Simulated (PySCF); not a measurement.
# Assigning NMR signals

Cartesian coordinates in Å; atom numbers follow the order of the lines, from 1:
```xyz
22

C    -2.1048   -0.1433    0.0019
C    -1.5293    0.9512   -0.9302
C    -0.0864    0.5220   -1.2171
C     0.3139   -0.2777    0.0224
C    -0.9388   -1.1064    0.2730
C     1.6999   -0.9505   -0.0231
C     2.2757    0.2385    0.7681
C     0.8406    0.6175    1.1765
H    -2.9671   -0.6613   -0.4445
H    -2.4647    0.3025    0.9420
H    -2.1159    1.0754   -1.8529
H    -1.5409    1.9287   -0.4229
H    -0.0481   -0.1474   -2.0945
H     0.5867    1.3685   -1.4270
H    -0.9590   -1.5462    1.2827
H    -0.9536   -1.9451   -0.4449
H     2.1228   -1.1654   -1.0175
H     1.7109   -1.8805    0.5675
H     2.7246    0.9924    0.1037
H     2.9949    0.0189    1.5712
H     0.5661    1.6845    1.1586
H     0.5684    0.2054    2.1612
```

Equivalent nuclei averaged, a single conformation, non-relativistic, isolated molecule. GIAO B3LYP/pcSseg-1 shieldings; PBE0-D3(BJ)/def2-SVP geometry; PySCF 2.14.

δ = σ(ref) − σ, references computed at the same level: TMS for 13C (σref 179.24), 1H (σref 31.38).

Q: Assign these signals to the numbered atoms. 13C{1H} NMR (computed): δ 49.1 (C), 42.3 (CH2), 34.0 (CH2), 24.8 (CH2), 18.7 (CH2).

A: 
49.1 → C4, quaternary sp3 carbon in a ring: a saturated carbon with 4 carbon neighbours and no heteroatom attached
42.3 → C3/C5, sp3 CH2 in a ring: aliphatic region, no heteroatom directly attached
34.0 → C6/C8, sp3 CH2 in a ring
24.8 → C1/C2, sp3 CH2 in a ring
18.7 → C7, sp3 CH2 in a ring

Q: Assign these signals to the numbered atoms. 1H NMR (400 MHz, computed): δ 1.77 (m, 2H), 1.72 (m, 4H), 1.58 (m, 4H), 1.39 (m, 4H).

A: 
| δ (ppm) | atoms | environment | reason |
| --- | --- | --- | --- |
| 1.77 | H19/H20 | hydrogen on an sp3 CH2 in a ring | far from electronegative atoms and π systems |
| 1.72 | H17/H18/H21/H22 | hydrogen on an sp3 CH2 in a ring | – |
| 1.58 | H9/H10/H11/H12 | hydrogen on an sp3 CH2 in a ring | – |
| 1.39 | H13/H14/H15/H16 | hydrogen on an sp3 CH2 in a ring | – |

H19/H20 and H17/H18/H21/H22 lie closer than the usual error of such a calculation, so a measured spectrum could show them in the other order.

Shifts are as computed. Against solution values, carbons near 30 ppm lie about +2 ppm off and those near 130 ppm about +6 ppm. Of 1211 compounds with measured shifts, 218 miss one by over three times the rms of a fit or turn the order of signals round; such compounds aren't used in these exercises. Multiplicities follow the n + 1 count of equivalent neighbours, as no J values were calculated; m marks all less simple cases, F and P coupling included.
